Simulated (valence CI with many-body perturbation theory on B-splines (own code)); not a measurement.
Values are calculated unless marked as measured or tabulated.
# Ladder of approximations for Ga7+

Method: configuration interaction combined with many-body perturbation theory (CI+MBPT): six valence electrons over a frozen Dirac-Fock core [Ar], a basis of 7 s, 7 p, 8 d, 6 f, 4 g, 1 h functions for each j, with the one-electron correlation potential Σ1, the two-electron term Σ2, the three-electron term Σ3, Breit, model QED; selected CI, second order for the rest, scaled by the run's own slope (own B-spline code, finite nucleus).

No measured spectrum was set against this ion. As an estimate, terms of the open shell hold to 2 to 4 % of their energy, and close levels can change places; different configurations can be misplaced against each other by 1,000 to 8,000 cm⁻¹. Core correlation moves these levels by up to 67000 cm⁻¹, and in measured spectra 5 to 20 % of such shifts remained as error; rates that hang on mixing are uncertain with them. Among the levels kept, up to 5900 cm⁻¹ of a level comes from second order outside the variational space, and about a tenth of that is noise between levels of different J, which matters for small intervals. Only levels of the ground parity were solved; by the run's estimate the other parity begins above the list, which can be wrong where configurations are misplaced.

Each rung adds one term. CI alone is the Dirac-Coulomb CI over the frozen core; QED comes last and gives the full result, which names the levels. Energies are above 3d⁶ ⁵D_4 on the same rung, in cm⁻¹. A blank means that the level has no clear partner on that rung.

Letters in brackets count levels of one name in rising energy.

| Level | CI alone |
| --- | --- |
| 3d⁶ ⁵D_3 | 1724 |
| 3d⁶ ⁵D_2 | 2850 |
| 3d⁶ ⁵D_1 | 3566 |
| 3d⁶ ⁵D_0 | 3911 |
| 3d⁶ ³P_2 [a] | 37380 |
| 3d⁶ ³H_6 | 37121 |
| 3d⁶ ³H_5 | 37763 |
| 3d⁶ ³F_3 [a] | 41355 |
| 3d⁶ ³F_2 [a] | 42145 |
| 3d⁶ ³P_1 [a] | 42534 |
| 3d⁶ ³P_0 [a] | 44082 |
| 3d⁶ ³G_5 | 45786 |
| 3d⁶ ³G_4 | 47442 |
| 3d⁶ ³G_3 | 47921 |
| 3d⁶ ¹I_6 | 56393 |
| 3d⁶ ³D_2 | 57109 |

**Question.** What do these energies become with core correlation, Breit and QED?

**Answer.** 3d⁶ ⁵D_3 1972 (+248); 3d⁶ ⁵D_2 3220 (+370); 3d⁶ ⁵D_1 4015 (+449); 3d⁶ ⁵D_0 4398 (+487); 3d⁶ ³P_2 [a] 35292 (-2088); 3d⁶ ³H_6 35410 (-1712); 3d⁶ ³H_5 36286 (-1477); 3d⁶ ³F_3 [a] 40003 (-1353); 3d⁶ ³F_2 [a] 40778 (-1367); 3d⁶ ³P_1 [a] 40852 (-1683); 3d⁶ ³P_0 [a] 42527 (-1555); 3d⁶ ³G_5 44472 (-1314); 3d⁶ ³G_4 46316 (-1127); 3d⁶ ³G_3 46941 (-979); 3d⁶ ¹I_6 54414 (-1979); 3d⁶ ³D_2 56104 (-1005).

**Question.** How does the ionisation energy move along the ladder, and which term matters most?

**Answer.** CI alone 160.30, + Σ1 161.96, + Σ2 168.29, + Σ3 168.39, + Breit 168.38, + QED 168.39 eV. The largest step is Σ2, 6.33 eV. NIST lists 169.9 ± 1.7 eV (theoretical).
